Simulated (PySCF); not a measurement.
**Excitation energy of Sb by level of theory**

Sb [Kr] 4d10 5s2 5p3 (4S) → Sb [Kr] 4d10 5s2 5p2 5d1 (high-spin determinant), as a difference of total energies. Calculation: PySCF 2.14, in aug-cc-pVQZ-DK3; scalar relativity by spin-free X2C-1e. Correlated levels: valence: [Kr] 4d10 frozen. The calculations carry no spin-orbit coupling.

```csv
method,excitation energy (eV)
UHF,7.156
MP2 (valence),7.279
SCS-MP2 (valence),7.245
CCSD (valence),7.018
CCSD(T) (valence),6.817
```

Problem. How much does correlation contribute at CCSD(T) (valence)?

Solution. 6.817 − (7.156) = -0.339 eV, measured against UHF.

A first-order spin-orbit estimate (lowest level to lowest level, LS coupling) adds -0.274 eV.

The promoted electron is Rydberg-like, and one or two diffuse shells describe it only roughly, which tends to raise the upper state.

The coupled-cluster amplitudes are large for the upper state (T1 above 0.03 or a double amplitude above 0.15), so a single reference is strained.

The determinant of the upper state mixes LS terms, which raises its energy above the lowest term, most at the Hartree-Fock and MP2 levels.
